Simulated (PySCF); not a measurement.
C6H5O (doublet state).
Cartesian coordinates in Å at the GFN2-xTB level; atoms count from 1:
```
atom  x, y, z in Å
O1     3.5492   -0.7745    0.2800
C2     2.7757   -0.0950    0.9076
C3     1.4051    0.1000    0.5962
C4     0.2420    0.2788    0.3127
C5    -1.1274    0.4283   -0.0203
C6    -1.8645   -0.7849   -0.4273
C7    -1.5940    0.1880   -1.4675
H8     3.0886    0.4555    1.8193
H9    -1.6484    1.2054    0.5290
H10   -1.5707   -1.8103   -0.3481
H11   -2.3813    0.8507   -1.7998
H12   -0.8732   -0.0427   -2.2458
```

As a line formula: `O=CC#C[C@@H]1[CH]C1` [radical].

Method: UKS B3LYP, pcH-1 on C H O, non-relativistic, mean-field spin-orbit, GIAO (PySCF). Isolated species at its GFN2-xTB geometry, gas phase. The geometry wasn't refined by DFT: couplings that depend on bond lengths, twists or pyramidal angles can differ widely from those at the functional's own minimum. Stability of the SCF solution: not tested.

Mulliken spin populations: O1 +0.018, C2 -0.006, C3 +0.041, C4 -0.012, C5 -0.025, C6 +0.953, C7 -0.043, H8 0.000, H9 +0.028, H10 -0.017, H11 +0.035, H12 +0.026.

Task: Give the computed dipolar 1H tensors of H8, H9, H11, H12.

Result: 
```
atom            position  distance from C6 (Å)  T1 (MHz)     T2     T3
  H8     5 bonds from C6                  5.58     -0.64  -0.52   1.16
  H9  β, 2 bonds from C6                  2.22     -6.35  -3.76  10.10
 H11  β, 2 bonds from C6                  2.20     -6.42  -4.08  10.50
 H12  β, 2 bonds from C6                  2.20     -5.25  -1.99   7.24
```

Task: Estimate them with point dipoles: put each population ρk at its nucleus, leave out the nucleus itself and the atom bound to it, and sum T = Σ [ρk/(2S)]·C·(3 n nᵀ − 1)/r³ with C = μ0 gₑ μB g_N μN/(4π h) = 79.06 MHz Å³.

Result: 
```csv
atom,T1 (MHz),T2,T3,"T3, computed",difference in T3 (%)
H8,-0.91,-0.44,1.35,1.16,+17
H9,-6.87,-6.59,13.46,10.10,+33
H11,-7.35,-6.45,13.80,10.50,+31
H12,-7.48,-6.21,13.68,7.24,+89
```

In T3 the estimate is closest for H8 (+17 %, 5.58 Å from C6) and worst for H12 (+89 %, 2.20 Å).

Task: If all the spin sat on C6, T∥ = 2C/r³. What distance does the computed T3 of H8 then imply?

Result: r = (2 × 79.06/1.16)^(1/3) = 5.15 Å, against 5.58 Å in the structure.
